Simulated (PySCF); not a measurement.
An excited-state job on `BOBSC`.

Computed with TDDFT CAM-B3LYP/def2-SVPD, vertical, gas phase, core orbitals frozen in the response (PySCF 2.14.0, density-fitted response routines). Geometry: GFN2-xTB. The command runs a driver script over a list of jobs; the input below is this job's line of settings and its coordinates in Å.

Command:
```bash
OMP_NUM_THREADS=1 python probes_run.py task.json out
```

Input:
```
{"job": {"kind": "uv", "xc": "CAM-B3LYP", "basis": "def2-SVPD", "nstates": 8, "ntriplets": 3}, "charge": 0, "multiplicity": 1}
B      1.806834    -0.585017     0.309720
O      1.141516     0.312323    -0.358528
B      0.366093     1.174320    -0.946795
S     -1.427179     1.136770    -0.707199
C     -1.675328    -0.316185     0.374108
H      2.193947    -0.326208     1.394863
H      2.017373    -1.635475    -0.184080
H      0.781388     2.018445    -1.646750
H     -0.806465    -0.460325     1.009356
H     -2.556761    -0.123433     0.976270
H     -1.835993    -1.192544    -0.246928
```

**Question.** What does the run print?

**Answer.** 
```
coarse grid: 9688 points
cycle   1  E = -564.4656651007  dE =  5.700e-01  |g| = 5.744e-01  |ddm| = 4.466e+00
cycle   2  E = -564.4338182854  dE =  3.185e-02  |g| = 7.541e-01  |ddm| = 1.183e+00
cycle   3  E = -564.5329479057  dE = -9.913e-02  |g| = 5.434e-02  |ddm| = 5.807e-01
cycle   4  E = -564.5336146416  dE = -6.667e-04  |g| = 2.695e-02  |ddm| = 1.452e-01
cycle   5  E = -564.5338355091  dE = -2.209e-04  |g| = 4.101e-03  |ddm| = 5.404e-02
cycle   6  E = -564.5338406624  dE = -5.153e-06  |g| = 8.786e-04  |ddm| = 1.115e-02
final grid: 88816 points
cycle   7  E = -564.6085400909  dE = -3.102e-05  |g| = 2.227e-03  |ddm| = 5.620e-02
cycle   8  E = -564.6085402870  dE = -1.961e-07  |g| = 2.528e-03  |ddm| = 8.690e-03
cycle   9  E = -564.6085415439  dE = -1.257e-06  |g| = 2.492e-04  |ddm| = 2.613e-03
cycle  10  E = -564.6085415592  dE = -1.529e-08  |g| = 2.118e-04  |ddm| = 6.730e-04
cycle  11  E = -564.6085415684  dE = -9.163e-09  |g| = 3.752e-05  |ddm| = 2.821e-04
cycle  12  E = -564.6085415688  dE = -4.884e-10  |g| = 9.326e-06  |ddm| = 1.012e-04
converged SCF energy = -564.6085415688

Static polarisability (au): isotropic 66.583, principal 52.588 68.434 78.728

Singlet excitations
state   eV       nm        f      main configurations
  1   5.6661    218.8   0.00055   H->L 0.68, H-2->L 0.29
  2   6.2420    198.6   0.07136   H->L+1 0.73
  3   6.3185    196.2   0.10106   H->L+2 0.63, H->L+1 0.12
  4   6.7632    183.3   0.00879   H-2->L 0.60, H->L 0.29
  5   6.9402    178.6   0.02546   H-1->L+1 0.37, H->L+3 0.21, H-1->L+2 0.12
  6   6.9841    177.5   0.03440   H->L+3 0.31, H-1->L+1 0.30, H-1->L+2 0.10
  7   7.6089    162.9   0.26372   H-1->L 0.89
  8   7.6581    161.9   0.01652   H->L+4 0.51, H->L+5 0.31

Triplet excitations (Tamm-Dancoff, eV): 5.1597 5.2767 5.8207
```

The SCF starts on a coarse grid where the log names one; the energy can jump when the final grid takes over, and dE then counts from the start density on the new grid. H and L stand for HOMO and LUMO; the number after each pair is its weight.

**Question.** How does the lowest singlet excitation compare with the HOMO–LUMO gap?

**Answer.** HOMO -8.58 eV and LUMO 0.14 eV give a gap of 8.72 eV; S1 at 5.67 eV lies 3.05 eV below it.

In short: HOMO -8.58 eV, LUMO 0.14 eV; lowest singlet 5.67 eV; lowest triplet 5.16 eV (Tamm–Dancoff); mean polarisability 66.6 au.

**Question.** Estimate the wall time. Hardware: an Arm Neoverse V1 with one thread, no GPU (shared host).

**Answer.** About 20 s.

One conformer stands for the species.
Labels such as C1 count atoms from 1, the log's own numbers from 0.
